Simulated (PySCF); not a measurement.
## Vertical excitation energies

Compound: C7H10.
Structure used (GFN2-xTB), in Å, numbered top down from 1:
```
atom  x, y, z in Å
C1    -1.5280    1.1980   -0.4700
C2    -0.7043    0.1171    0.2086
C3     0.7673    0.4297    0.2319
C4     1.6261    0.0298   -0.9339
C5     1.7776   -0.6652    0.3839
C6    -1.3145   -0.7071    1.3068
C7    -1.1666   -1.3102    0.1625
H8    -1.4209    2.1468    0.0548
H9    -1.1919    1.3399   -1.4964
H10   -2.5813    0.9263   -0.4823
H11    0.9994    1.3797    0.7022
H12    2.4090    0.6977   -1.2603
H13    1.1549   -0.5137   -1.7387
H14    2.6641   -0.4724    0.9690
H15    1.4121   -1.6783    0.4690
H16   -1.6246   -0.7283    2.3226
H17   -1.2853   -2.1777   -0.4397
```

The calculation used PySCF 2.14.0, density-fitted response routines, TDDFT wB97X-D/def2-SVPD, vertical, gas phase, core orbitals frozen in the response.

Problem. List the vertical singlet excitations with oscillator strengths and describe the spectrum.

Solution. 

```csv
state,E (eV),ν̃ (cm⁻¹),f,"main configurations (H = HOMO, L = LUMO)"
S1,5.93,47820,0.0045,"H-1→L (77%), H→L (11%)"
S2,6.42,51790,0.063,"H→L (84%), H-1→L (12%)"
S3,7.12,57440,0.0013,"H-2→L (38%), H-3→L (28%), H-4→L (23%)"
S4,7.60,61330,0.060,H→L+1 (75%)
S5,7.74,62420,0.0014,"H-2→L (56%), H-4→L (24%), H-3→L (13%)"
S6,7.93,63990,0.013,H-1→L+1 (76%)
S7,8.03,64730,0.0028,"H→L+2 (70%), H→L+3 (17%)"
S8,8.17,65910,0.0021,"H→L+3 (53%), H→L+1 (10%), H→L+2 (10%)"
```

Triplets, Tamm–Dancoff:

| state | E (eV) | λ (nm) | main configurations (H = HOMO, L = LUMO) |
| --- | --- | --- | --- |
| T1 | 4.21 | 294.7 | H→L (85%) |
| T2 | 5.56 | 222.8 | H-1→L (80%) |
| T3 | 6.82 | 181.7 | H-4→L (32%), H-3→L (28%), H-2→L (24%) |

The lowest singlet lies at 5.93 eV (209 nm, ultraviolet) and is very weak; its leading configuration is HOMO-1→LUMO (77%). The strongest level in the table is S2 at 6.42 eV (193 nm, f = 0.063). Löwdin shares by element: HOMO carbon 77% or more (atoms not listed hold the other 23%); LUMO carbon 68% or more, hydrogen 15% or more (atoms not listed hold the other 17%). Of the 8 states listed, 3 reach f = 0.01 and none stays under 0.0005. The listed states span 2.24 eV, and the widest gap between neighbours is 0.70 eV (S2 to S3). Weighted by f, the mean energy of these states is 7.09 eV. Only the lowest 8 singlets were computed, as vertical energies without vibronic structure.

One conformer stands for the species.
